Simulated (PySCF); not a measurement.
BH5N, SMILES B[NH3+], charge +1. Heavy atoms are numbered as in [BH2:1][NH3+:2]. Hydrogens are named by the atom that carries them.

The structure is a stationary point at ωB97X-D3(BJ)/def2-TZVP. The isomer is the one that the SMILES or the coordinates give; other isomers of the formula were not compared.

Calculation: PBE/def2-TZVPD in PySCF.

Mulliken values depend strongly on the basis, most of all with diffuse functions as here. Atomic charges (e), one atom of each kind:

```tsv
atom	Mulliken	meta-Löwdin
B1 (BH2)	0.07	…
N2 (NH3)	-0.34	…
H on B1	0.13	…
H on N2	0.34	…
```

### Question
Some entries are withheld; supply them. (The exact figures need the calculation; the answer reports its results.)

### Answer

- B1 (BH2), meta-Löwdin: 0.18
- N2 (NH3), meta-Löwdin: -0.30
- H on B1, meta-Löwdin: 0.08
- H on N2, meta-Löwdin: 0.33
